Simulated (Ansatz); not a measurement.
Ansatz (a program for electronic structure) input (CCSD(T)/aug-cc-pV(D+d)Z):
A basis named .json is the Basis Set Exchange file of that set.

Ansatz 0.2 input:
```yaml
crystal:
  periodic: [false, false, false]
  atoms:
    - {symbol: Si, position_ang: [-1.22642449, 0.14488433, -0.11447242]}
    - {symbol: Si, position_ang: [1.04615776, -0.03891288, 0.09637614]}
    - {symbol: H, position_ang: [-1.33252775, -1.34769541, 0.16846289]}
    - {symbol: H, position_ang: [1.88994139, -1.26355740, 0.04016098]}
    - {symbol: H, position_ang: [1.96632046, 1.12765250, 0.04472403]}
basis:
  gaussian:
    orbitals: aug-cc-pV_D+d_Z.json
magnetization: {spin_polarized: true, initial_magnetization: 1}
correlation: {method: ccsd_t, electrons: outside_noble_gas}
output: {forces: true}
```

Output:

```
Functional definition: HF
integrals: 0.17 GiB planned
945 factors; integrals over basis functions are off by at most 9.3e-4 eV
mean field: 0.26 GiB planned
mean field evaluation 1: about -15768.7855 eV, gradient 7.6e0 eV
mean field evaluation 2: about -15768.7855 eV, gradient 7.6e0 eV
mean field evaluation 4: about -15769.6967 eV, gradient 8.6e-1 eV
mean field evaluation 8: about -15769.7513 eV, gradient 2.7e-1 eV
mean field evaluation 16: about -15769.7738 eV, gradient 2.3e-6 eV
mean field evaluation 32: about -15769.7738 eV, gradient 1.3e-2 eV
mean field evaluation 64: about -15768.3824 eV, gradient 2.6e-1 eV
mean field evaluation 96: about -15767.4597 eV, gradient 1.7e-2 eV
mean field evaluation 128: about -15768.0928 eV, gradient 4.2e0 eV
mean field -15769.77384834 eV, -579.5284997899 hartree, gradient 2.3e-6 eV, S^2 0.921248; 6 other end points of the search recorded, 0 dependent functions left out
determinant -15769.77384834 eV, -579.5284997899 hartree, with singles and doubles -15775.82974528 eV, -579.7510498974 hartree
determinant -15768.36890117 eV, -579.4768689338 hartree, with singles and doubles -15774.78664470 eV, -579.7127166583 hartree
determinant -15767.45975910 eV, -579.4434585789 hartree, with singles and doubles -15773.23979309 eV, -579.6558709100 hartree
determinant -15766.46489808 eV, -579.4068981109 hartree, with singles and doubles -15772.96230332 eV, -579.6456733492 hartree
10 core orbitals not correlated
reference -15769.77384834 eV, -579.5284997899 hartree; 6, 5 occupied and 75, 76 virtual orbitals, 945 factors
densities: 0.77 GiB planned
second order -4.74953621 eV of doubles, -0.00000000 eV of singles
coupled cluster: 0.49 GiB planned
cycle   1  -6.02848675 eV  change   -1.7e-1 eV  update   2.2e-2
cycle   2  -6.03724360 eV  change   -8.8e-3 eV  update   6.9e-3
cycle   3  -6.04085555 eV  change   -3.6e-3 eV  update   3.3e-3
cycle   4  -6.04270800 eV  change   -1.9e-3 eV  update   2.2e-3
cycle   5  -6.04441725 eV  change   -1.7e-3 eV  update   1.7e-3
cycle   6  -6.04609999 eV  change   -1.7e-3 eV  update   1.1e-3
cycle   7  -6.04659279 eV  change   -4.9e-4 eV  update   5.4e-4
cycle   8  -6.04649781 eV  change    9.5e-5 eV  update   3.3e-4
cycle   9  -6.04626478 eV  change    2.3e-4 eV  update   2.1e-4
cycle  10  -6.04617888 eV  change    8.6e-5 eV  update   9.8e-5
cycle  11  -6.04615135 eV  change    2.8e-5 eV  update   3.7e-5
cycle  12  -6.04613902 eV  change    1.2e-5 eV  update   1.4e-5
cycle  13  -6.04613189 eV  change    7.1e-6 eV  update   5.9e-6
cycle  14  -6.04612916 eV  change    2.7e-6 eV  update   2.7e-6
cycle  15  -6.04612891 eV  change    2.4e-7 eV  update   1.3e-6
cycle  16  -6.04612873 eV  change    1.8e-7 eV  update   6.7e-7
cycle  17  -6.04612861 eV  change    1.2e-7 eV  update   4.0e-7
coupled cluster: 0.50 GiB planned
perturbative correction -0.22095106 eV, -0.0081198018 hartree
the calculation of the forces begins
Total energy: -15776.04092801 eV, -579.7588107199 hartree
Atom 0 at    -1.226424     0.144884    -0.114472 Å, force    -0.209616     0.127344    -0.021714 eV/Å
Atom 1 at     1.046158    -0.038913     0.096376 Å, force     0.101962    -0.002562     0.002969 eV/Å
Atom 2 at    -1.332528    -1.347695     0.168463 Å, force    -0.017393    -0.121608     0.008901 eV/Å
Atom 3 at     1.889941    -1.263557     0.040161 Å, force     0.052373    -0.103815     0.012889 eV/Å
Atom 4 at     1.966320     1.127652     0.044724 Å, force     0.072674     0.100641    -0.003046 eV/Å
Dipole moment:     0.196090    -0.034002     0.028549 e Å
```

It need not be the lowest isomer of its formula.

The determinant is spin-contaminated: <S^2> is 0.92 against 0.75 for a pure state.
